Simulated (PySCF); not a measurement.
# Reading the logs of faulty runs: BClH3Si

These are calculations, not measurements. The program is PySCF 2.14.0, an open-source quantum chemistry code, run on an isolated molecule that a program drew, which may never have been made. The molecule is BClH3Si (charge 0, doublet), drawn as the SMILES string `[SiH2]BCl`.

Each row is a Hartree-Fock (HF) and frozen-core CCSD(T) single point in the cc-pV(D+d)Z basis, meant for a local HF minimum. Run 1 is clean. Each other run has one planted mistake out of seven kinds, and not every kind appears here: one electron removed, one electron added, multiplicity raised by two, geometry at a saddle point, minimal basis STO-3G, one bond length entered in bohr, all coordinates scaled. The reference is restricted for singlets and unrestricted otherwise, and also for a bond in bohr. Adding or removing an electron swaps singlet and doublet. Electrons count all cores. HOMO and LUMO are orbital energies over both spins, the gradient is its largest component, and the lowest frequency (negative if imaginary) is given only where the gradient is small. Bond lengths are over the 5 bonds as drawn. T1 is the CCSD diagnostic: over 0.02 (restricted) or 0.045 (unrestricted) a single reference is doubtful.

Geometry of the clean run:
```xyz
6
BClH3Si, angstrom
Si    0.5839    0.5873    0.5552
B    -1.3865    0.6770    0.2984
Cl   -2.2146    2.2360    0.1906
H     1.4122    1.7625    0.2185
H     1.2668   -0.6866    0.2471
H    -2.0735   -0.2990    0.2840
```

| run | electrons | basis functions | <S^2> | HOMO (eV) | LUMO (eV) | gradient (hartree/bohr) | lowest frequency (cm^-1) | mean bond (Å) | longest bond (Å) | T1 | HF (hartree) | CCSD(T) (hartree) | mistake |
|---|---|---|---|---|---|---|---|---|---|---|---|---|---|
| 1 | 39 | 75 | 0.767 | -8.73 | 0.39 | 2.0e-05 | 197 | 1.5812 | 1.989 | 0.0179 | -774.86001 | -775.22121 | no fault |
| 2 | 39 | 26 | 0.763 | -6.36 | 4.74 | 2.8e-02 | - | 1.5812 | 1.989 | 0.0186 | -766.27544 | -766.38213 | minimal basis STO-3G |
| 3 | 38 | 75 | 0.000 | -16.74 | -7.20 | 5.3e-02 | - | 1.5812 | 1.989 | 0.0213 | -774.56768 | -774.91875 | one electron removed |
| 4 | 40 | 75 | 0.000 | -1.07 | 7.70 | 5.5e-02 | - | 1.5812 | 1.989 | 0.0195 | -774.86918 | -775.26836 | ? |
| 5 | 39 | 75 | 1.504 | -8.92 | 0.04 | 2.0e-02 | - | 1.8441 | 2.793 | 0.0530 | -774.74876 | -775.10211 | ? |

**Which mistake was planted in run 4, and what did it cost?**

It counts 40 electrons, one more than the clean run, at the same geometry and basis. So the mistake is: one electron added. Subtracting run 1 and multiplying by 627.51 kcal/mol a hartree, the energy moved by -5.8 kcal/mol in HF and -29.6 kcal/mol in CCSD(T).

**Which mistake was planted in run 5, and what did it cost?**

The mean bond changes by a factor of 1.166 and the longest by 1.404, so the molecule wasn't scaled as a whole. A length L in bohr read as angstrom grows by (1/0.5292 - 1) L = 0.890 L. The 5 bonds together grew by 5 x 0.2629 = 1.315 Å, which gives L = 1.477 Å. That is the length of one of the H-Si bonds, 1.478 Å in the clean geometry. So the mistake is: one bond length entered in bohr. Subtracting run 1 and multiplying by 627.51 kcal/mol a hartree, the energy moved by 69.8 kcal/mol in HF and 74.7 kcal/mol in CCSD(T).

Cautions from the logs. Run 3: T1 is over the limit, so its CCSD(T) energy is less reliable; run 5: T1 is over the limit, so its CCSD(T) energy is less reliable.
